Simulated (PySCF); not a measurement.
Species: C3H4BFO2.
Structure used (PBE0-D3(BJ)/def2-SVP), in Å, numbered top down from 1:
```
atom  x, y, z in Å
F1     2.1903    0.7029   -1.1177
C2     1.0540    0.3362   -0.5232
C3     0.8683   -0.9815   -0.1094
O4    -0.2009   -1.3668    0.4529
B5    -1.4237   -0.4414    0.3637
O6    -0.8876    0.9808    0.5904
C7     0.2014    1.2948    0.0212
H8     1.6917   -1.7064   -0.1937
H9    -2.1944   -0.7194    1.2510
H10   -1.8343   -0.4946   -0.7870
H11    0.5008    2.3537    0.0393
```

Method: PBE0-D3(BJ)/def2-SVP geometry optimisation, gas phase (PySCF).

Take the most abundant isotopes and a rigid rotor. The values belong to one conformer with, in the numbering `[F:1][C:2]1=[CH:3][O:4][BH2-:5][O+:6]=[CH:7]1`, C2–C3–O4–B5 15°, C3–O4–B5–O6 -42°, O4–B5–O6–C7 42°, F1–C2–C7–O6 180°.

**Question.** What are A, B and C (cm⁻¹)?

**Answer.** Ia = 96.70, Ib = 197.29, Ic = 282.40 u·Å²; 505379 MHz·u·Å²/I gives 5226, 2562 and 1790 MHz, that is A = 0.17432, B = 0.08544, C = 0.05969 cm⁻¹.

**Question.** Classify the top.

**Answer.** An asymmetric top: κ = (2 × 2562 − 5226 − 1790)/(5226 − 1790) = -0.55.

**Question.** What does the inertial defect say?

**Answer.** Not planar: Δ = Ic − Ia − Ib = -11.59 u·Å². For a rigid frame Δ = −2 Σ m c², so Σ m c² = 5.80 u·Å² lies off the ab plane: 2.79 from hydrogen and 3.01 from heavier atoms. The atom farthest from that plane is 1.59 Å away.

**Question.** Give the other two planar moments, Paa and Pbb, and the rms extents of the mass along the axes.

**Answer.** Paa = Σ m a² = (Ib + Ic − Ia)/2 = 191.50 and Pbb = Σ m b² = (Ia + Ic − Ib)/2 = 90.91 u·Å². With the mass M = 102.03 u, the rms extents √(P/M) along a, b and c are 1.37, 0.94, 0.24 Å.

**Question.** List the rotational levels J(Ka,Kc) to J = 4 (cm⁻¹).

**Answer.** Above 0(0,0):
J = 1: 1(0,1) 0.1451, 1(1,1) 0.2340, 1(1,0) 0.2598
J = 2: 2(0,2) 0.4306, 2(1,2) 0.4985, 2(1,1) 0.5758, 2(2,1) 0.8424, 2(2,0) 0.8473
J = 3: 3(0,3) 0.8477, 3(1,3) 0.8925, 3(1,2) 1.0465, 3(2,2) 1.2778, 3(2,1) 1.3010, 3(3,1) 1.7894, 3(3,0) 1.7900
J = 4: 4(0,4) 1.3876, 4(1,4) 1.4134, 4(1,3) 1.6670, 4(2,3) 1.8546, 4(2,2) 1.9183, 4(3,2) 2.3781, 4(3,1) 2.3821, 4(4,1) 3.0832, 4(4,0) 3.0833
Those of J = 1 are B + C, A + C and A + B.

**Question.** Which lines would a microwave search look for?

**Answer.** The dipole components are |μa| = 2.99 D, |μb| = 0.00 D, |μc| = 1.00 D; the mirror of this Cs structure is the ac plane, so μb vanishes by symmetry and there are no b-type lines. The squared components, which scale the intensities, stand as 1.00 : 0.11 (a : c). Some lines, for components of 0.1 D or more:

```json
{"type": "a", "branch": "Q", "J(Ka,Kc)": "3(2,1) ← 3(2,2)", "MHz": "693", "lower level (cm⁻¹)": "1.278"}
{"type": "a", "branch": "Q", "J(Ka,Kc)": "1(1,0) ← 1(1,1)", "MHz": "772", "lower level (cm⁻¹)": "0.234"}
{"type": "c", "branch": "Q", "J(Ka,Kc)": "3(1,3) ← 3(0,3)", "MHz": "1344", "lower level (cm⁻¹)": "0.848"}
{"type": "c", "branch": "Q", "J(Ka,Kc)": "2(1,2) ← 2(0,2)", "MHz": "2037", "lower level (cm⁻¹)": "0.431"}
{"type": "a", "branch": "Q", "J(Ka,Kc)": "2(1,1) ← 2(1,2)", "MHz": "2316", "lower level (cm⁻¹)": "0.499"}
{"type": "c", "branch": "Q", "J(Ka,Kc)": "1(1,1) ← 1(0,1)", "MHz": "2664", "lower level (cm⁻¹)": "0.145"}
{"type": "a", "branch": "R", "J(Ka,Kc)": "1(0,1) ← 0(0,0)", "MHz": "4351", "lower level (cm⁻¹)": "0.000"}
{"type": "a", "branch": "Q", "J(Ka,Kc)": "3(1,2) ← 3(1,3)", "MHz": "4615", "lower level (cm⁻¹)": "0.893"}
{"type": "c", "branch": "Q", "J(Ka,Kc)": "3(2,2) ← 3(1,2)", "MHz": "6936", "lower level (cm⁻¹)": "1.046"}
{"type": "c", "branch": "R", "J(Ka,Kc)": "1(1,0) ← 0(0,0)", "MHz": "7788", "lower level (cm⁻¹)": "0.000"}
{"type": "a", "branch": "R", "J(Ka,Kc)": "2(1,2) ← 1(1,1)", "MHz": "7930", "lower level (cm⁻¹)": "0.234"}
{"type": "c", "branch": "Q", "J(Ka,Kc)": "2(2,1) ← 2(1,1)", "MHz": "7993", "lower level (cm⁻¹)": "0.576"}
{"type": "a", "branch": "R", "J(Ka,Kc)": "2(0,2) ← 1(0,1)", "MHz": "8557", "lower level (cm⁻¹)": "0.145"}
{"type": "a", "branch": "R", "J(Ka,Kc)": "2(1,1) ← 1(1,0)", "MHz": "9474", "lower level (cm⁻¹)": "0.260"}
{"type": "a", "branch": "R", "J(Ka,Kc)": "3(1,3) ← 2(1,2)", "MHz": "11812", "lower level (cm⁻¹)": "0.499"}
{"type": "a", "branch": "R", "J(Ka,Kc)": "3(0,3) ← 2(0,2)", "MHz": "12505", "lower level (cm⁻¹)": "0.431"}
{"type": "c", "branch": "R", "J(Ka,Kc)": "2(1,1) ← 1(0,1)", "MHz": "12911", "lower level (cm⁻¹)": "0.145"}
{"type": "a", "branch": "R", "J(Ka,Kc)": "3(2,2) ← 2(2,1)", "MHz": "13053", "lower level (cm⁻¹)": "0.842"}
{"type": "a", "branch": "R", "J(Ka,Kc)": "3(2,1) ← 2(2,0)", "MHz": "13602", "lower level (cm⁻¹)": "0.847"}
{"type": "a", "branch": "R", "J(Ka,Kc)": "3(1,2) ← 2(1,1)", "MHz": "14111", "lower level (cm⁻¹)": "0.576"}
{"type": "c", "branch": "Q", "J(Ka,Kc)": "3(3,1) ← 3(2,1)", "MHz": "14642", "lower level (cm⁻¹)": "1.301"}
{"type": "c", "branch": "R", "J(Ka,Kc)": "2(2,0) ← 1(1,0)", "MHz": "17612", "lower level (cm⁻¹)": "0.260"}
{"type": "c", "branch": "R", "J(Ka,Kc)": "2(2,1) ← 1(1,1)", "MHz": "18240", "lower level (cm⁻¹)": "0.234"}
{"type": "c", "branch": "R", "J(Ka,Kc)": "3(1,2) ← 2(0,2)", "MHz": "18464", "lower level (cm⁻¹)": "0.431"}
{"type": "c", "branch": "R", "J(Ka,Kc)": "3(2,1) ← 2(1,1)", "MHz": "21740", "lower level (cm⁻¹)": "0.576"}
{"type": "c", "branch": "R", "J(Ka,Kc)": "3(2,2) ← 2(1,2)", "MHz": "23363", "lower level (cm⁻¹)": "0.499"}
{"type": "c", "branch": "R", "J(Ka,Kc)": "3(3,0) ← 2(2,0)", "MHz": "28262", "lower level (cm⁻¹)": "0.847"}
{"type": "c", "branch": "R", "J(Ka,Kc)": "3(3,1) ← 2(2,1)", "MHz": "28389", "lower level (cm⁻¹)": "0.842"}
```

No PBE0-D3(BJ)/def2-SVP frequencies stand behind this structure, so it isn't proved a minimum. Constants of a rigid frame at the computed geometry: no zero-point averaging, no centrifugal distortion. Quadrupole hyperfine structure (11B) is left out.
